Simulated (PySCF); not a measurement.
**Correlation energy of Sb²⁺ (antimony, charge +2)**

[Kr] 4d10 5s1 5p1 6s1, high-spin 4P determinant (an excited configuration). Calculation: PySCF 2.14, in aug-cc-pVTZ-PP with ECP28MDF; a scalar-relativistic core potential. Frozen: 4s2 4p6 4d10; 3 electrons correlated.

MP2 pair energies summed by pair of shells (mhartree):

```json
{"pair": "5p-6s", "energy": "-3.95", "share (%)": "46.3"}
{"pair": "5s-6s", "energy": "-2.37", "share (%)": "27.8"}
{"pair": "5s-5p", "energy": "-2.21", "share (%)": "25.9"}
```

Total MP2 correlation energy: -8.53 mhartree.

Same-spin part -8.53 and opposite-spin part 0.00 mhartree; SCS-MP2 scales them by 1/3 and 6/5 to -2.84 mhartree.
